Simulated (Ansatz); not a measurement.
```yaml
crystal:
  periodic: [false, false, false]
  atoms:
    - {symbol: F, position_ang: [1.616194, -0.780802, -0.327476]}
    - {symbol: Si, position_ang: [1.206688, -0.271360, -0.070100]}
    - {symbol: Cl, position_ang: [1.338791, 1.139038, 0.638062]}
    - {symbol: S, position_ang: [-0.048469, -0.336293, -0.840951]}
    - {symbol: Ge, position_ang: [-1.191574, 0.338262, -0.078409]}
    - {symbol: H, position_ang: [0.915838, -0.614757, 0.919909]}
    - {symbol: H, position_ang: [-0.796863, 0.084014, 0.841607]}
    - {symbol: H, position_ang: [-1.814501, -0.105531, -0.537704]}
    - {symbol: H, position_ang: [-0.808869, 0.994180, -0.319709]}
basis:
  gaussian: {orbitals: def2-TZVP}
hamiltonian: {xc: {name: B3LYP}, dispersion: d3bjatm}
```

```sh
$ ansatz run in.yaml --threads 4 --pin off --events-out ev --progress --plain --max-ram 10444MiB
```

Shortened log:

```
Functional definition: B3LYP
1516 factors; their error is unknown
mean field evaluation 1: about -90312.4474 eV, gradient 1.4e2 eV
mean field evaluation 2: about -90199.4791 eV, gradient 2.8e2 eV
mean field evaluation 4: about -90338.1012 eV, gradient 3.0e1 eV
mean field evaluation 8: about -90339.7486 eV, gradient 1.3e-1 eV
mean field evaluation 16: about -90340.0515 eV, gradient 3.1e-4 eV
mean field -90340.05154777 eV, -3319.9356596944 hartree, gradient 8.8e-5 eV, S^2 0.000000; 0 other end points of the search recorded, 0 dependent functions left out
reference -90340.05178356 eV, -3319.9356683595 hartree; 46, 46 occupied and 168, 168 virtual orbitals, 1516 factors
Total energy: -90340.76192231 eV, -3319.9617654773 hartree
```

Task: Something in this input is off. What?

Result: The geometry is squeezed to about two thirds of its size. The run converged. The result belongs to that input, not to the molecule as meant.

B3LYP here is the variant with VWN-RPA as its local correlation; programs differ in this.
